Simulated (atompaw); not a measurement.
# Building the PAW (atompaw) potential for tin (Sn) (PBEsol, scalar-relativistic).

Input for atompaw 4.2.0.5:

```
Sn 50
GGA-PBESOL scalarrelativistic loggrid 1500 logderivrange -9 5 351
5 5 4 0 0 0
5 1 2
0 0 0
c
c
c
c
v
c
c
v
v
c
v
2
1.85 1.75 1.20 1.45
y
0.25
n
n
y
-0.9
n
custom polynom vanderbiltortho besselshape
3 0.5 troulliermartins
1.85
1.85
1.15
1.85
1.85
1.80
PWSCFOUT
UPFDX 0.0125d0 UPFXMIN -7.d0 UPFZMESH 50.d0
END
```

Command:

```bash
atompaw < Sn.input > Sn.log
```

The program printed (summary file):

```
Completed calculations for Sn (AE)

 Exchange-correlation type: GGA, Perdew-Burke-Ernzerhof modified (PBEsol)

 Radial integration grid is logarithmic
 r0 =   1.7396511E-04 h =   8.6982553E-03   n =      1500 rmax =   8.0000000E+01

 Scalar relativistic calculation

 AEatom converged in  31 iterations
   nz     =  50.00
   delta  =       2.103944701492E-16

 All Electron Orbital energies:
  n  l      occupancy      energy
  1  0      2.0000000E+00 -2.1313870E+03
  2  0      2.0000000E+00 -3.2178121E+02
  3  0      2.0000000E+00 -6.2076577E+01
  4  0      2.0000000E+00 -9.8300345E+00
  5  0      2.0000000E+00 -7.7875014E-01
  2  1      6.0000000E+00 -2.8891228E+02
  3  1      6.0000000E+00 -5.1337365E+01
  4  1      6.0000000E+00 -6.5828299E+00
  5  1      2.0000000E+00 -2.7259427E-01
  3  2      1.0000000E+01 -3.4793373E+01
  4  2      1.0000000E+01 -1.8956926E+00

 Total energy
   Total                    :   -12348.90558758948646

 ---
 Completed calculations for Sn (SC)

 Exchange-correlation type: GGA, Perdew-Burke-Ernzerhof modified (PBEsol)

 Radial integration grid is logarithmic
 r0 =   1.7396511E-04 h =   8.6982553E-03   n =      1500 rmax =   8.0000000E+01

 Scalar relativistic calculation

 SCatom converged in   3 iterations
   nz     =  50.00
   delta  =       2.182061345581E-17

 Valence Electron Orbital energies:
  n  l      occupancy      energy
   5  0      2.0000000E+00 -7.7875014E-01
   4  1      6.0000000E+00 -6.5828299E+00
   5  1      2.0000000E+00 -2.7259427E-01
   4  2      1.0000000E+01 -1.8956926E+00

 Total energy
   Total                    :   -12348.90558759124178
   Valence                  :     -621.75384250855086

 PAW parameters:
       lmax =            2
         rc =    1.8507487545740160
        irc =         1067
   rc_shape =    1.7566274021336687
    rc_vloc =    1.2084346274805131
    rc_core =    1.4506521589111741
   Vloc: Norm-conserving Troullier-Martins with l= 3;e=   5.0000E-01
   Projector type: polynomial pseudization + Vanderbilt ortho.
   Bessel compensation charge shape zeroed at   1.7566E+00

 Number of basis functions     6
 No.   n  nodes  l      Energy         Cp coeff         Occ
  1    5    4    0   -0.7787501E+00  0.4487264E+02  0.2000000E+01
  2  999    5    0    0.2500000E+00  0.1472940E+02  0.0000000E+00
  3    4    2    1   -0.6582830E+01  0.9526517E-01  0.6000000E+01
  4    5    3    1   -0.2725943E+00  0.7334633E+01  0.2000000E+01
  5    4    1    2   -0.1895693E+01 -0.3199699E+01  0.1000000E+02
  6  999    2    2   -0.9000000E+00 -0.3373946E+00  0.0000000E+00

 Eigenvalues of overlap operator (in the basis of projectors):
    1        5.32244649E-01
    2        1.61544598E+00
    3        3.53520836E+00
    4        2.58887340E+02
    5        1.21709948E+03
    6        2.38948600E+03

 Orbital leakage outside PAW augmentation regions
   orb  is_core?  %out_of_sphere
   1 0    T           0.00
   2 0    T           0.00
   3 0    T           0.00
   4 0    T           0.27
   5 0    F          72.56
   2 1    T           0.00
   3 1    T           0.00
   4 1    F           0.86
   5 1    F          89.33
   3 2    T           0.00
   4 2    F           7.02

 Summary of PAW energies
   Total valence energy     :   -621.75668706477597
   Smooth energy            :     11.96354192204129
   One center               :   -633.72022898681723
   Smooth kinetic           :     81.11855753248187
   Vloc energy              :    -82.05860798278636
   Smooth exch-corr         :    -20.24496666341422
   One-center xc            :   -303.72698272199762
```

Note: ghost state, extra bound levels that the all-electron valence spectrum of the same l lacks: s at -184.8 eV. A true bound ghost makes a file unfit for plane-wave use.

The run took about 4.3 s on one core of a shared server CPU.
